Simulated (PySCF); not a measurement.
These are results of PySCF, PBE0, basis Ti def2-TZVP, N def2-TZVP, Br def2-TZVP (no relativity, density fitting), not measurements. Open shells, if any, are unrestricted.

What shape and geometry does isolated singlet BrTiN take (every ligand bound to Ti)?

Formally Ti is in oxidation state +4, d0. The polar-tensor charge on Ti, 1.55, is far below the formal one. The lowest minimum found is a singlet of Cs symmetry with Ti–Br 2.431 Å, Ti–N 1.543 Å; Br–Ti–N 119.3°. Its harmonic wavenumbers are 160 (a'), 322 (a'), 1172 (a') cm⁻¹ and its dipole moment is 5.79 D.

This need not be the most stable arrangement of these atoms.
